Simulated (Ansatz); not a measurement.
Input file for Ansatz (a first-principles code): R-CCSD(T)/aug-cc-pV(D+d)Z on ClH3Si (SMILES [SiH3]Cl) with ghost functions, monomers drawn apart or pushed together. Files ending in .json are basis or fitting sets from the Basis Set Exchange.

Ansatz 0.2 input:
```yaml
crystal:
  periodic: [false, false, false]
  atoms:
    - {symbol: Si, position_ang: [-0.46153725, -0.96705066, 2.88506757]}
    - {symbol: Cl, position_ang: [0.92175778, 0.58872143, 2.80490947]}
    - {symbol: H, position_ang: [-0.72417388, -1.21048330, 4.31845452]}
    - {symbol: H, position_ang: [0.14038622, -2.16307366, 2.27203428]}
    - {symbol: H, position_ang: [-1.69178823, -0.54403349, 2.19889315]}
basis:
  gaussian:
    orbitals: aug-cc-pV_D+d_Z.json
    ghost_atoms:
      - {symbol: O, position_ang: [0.09649005, -0.38124144, 0.07613971]}
      - {symbol: H, position_ang: [0.78542324, -0.95395377, -0.27665189]}
      - {symbol: H, position_ang: [0.56608962, 0.32634946, 0.53390192]}
magnetization: {spin_polarized: false}
correlation: {method: ccsd_t, electrons: outside_noble_gas}
scf: {lower_state_search: off}
```

It printed:

```
WARN ansatz: RAYON_NUM_THREADS=2 ignored (pool sized by the plan → 2); use --threads N
Functional definition: HF
these checks for a lower state are left out or cut short: stability, starts, cluster_reference, orbital_swaps, neighbouring_geometries, increment
integrals: 0.27 GiB planned
1193 factors; integrals over basis functions are off by at most 9.8e-4 eV
mean field: 0.42 GiB planned
mean field evaluation 1: about -20414.2349 eV, gradient 1.2e1 eV
mean field evaluation 2: about -20414.2358 eV, gradient 1.2e1 eV
mean field evaluation 4: about -20414.9433 eV, gradient 1.5e0 eV
mean field evaluation 8: about -20414.9529 eV, gradient 5.4e-4 eV
mean field -20414.95286141 eV, -750.2356799047 hartree, gradient 2.3e-6 eV, S^2 0.000000; 0 other end points of the search recorded, 0 dependent functions left out
10 core orbitals not correlated
reference -20414.95286141 eV, -750.2356799047 hartree; 7, 7 occupied and 115, 115 virtual orbitals, 1193 factors
second order -7.11017477 eV of doubles, -0.00000000 eV of singles
coupled cluster: 0.67 GiB planned
cycle   1  -7.85059269 eV  change   -7.4e-1 eV  update   6.2e-2
cycle   2  -8.09492902 eV  change   -2.4e-1 eV  update   1.9e-2
cycle   3  -8.11732782 eV  change   -2.2e-2 eV  update   5.9e-3
cycle   4  -8.11530174 eV  change    2.0e-3 eV  update   1.7e-3
cycle   5  -8.11479124 eV  change    5.1e-4 eV  update   4.5e-4
cycle   6  -8.11476904 eV  change    2.2e-5 eV  update   1.5e-4
cycle   7  -8.11478305 eV  change   -1.4e-5 eV  update   4.0e-5
cycle   8  -8.11479039 eV  change   -7.3e-6 eV  update   1.2e-5
perturbative correction -0.21584733 eV, -0.0079322432 hartree
Total energy: -20423.28349913 eV, -750.5418251942 hartree
Checks for a lower state left out: stability, starts, cluster_reference, orbital_swaps, neighbouring_geometries, increment
```

Self-consistency was reached.

Cost: around 5 core-seconds (rough).
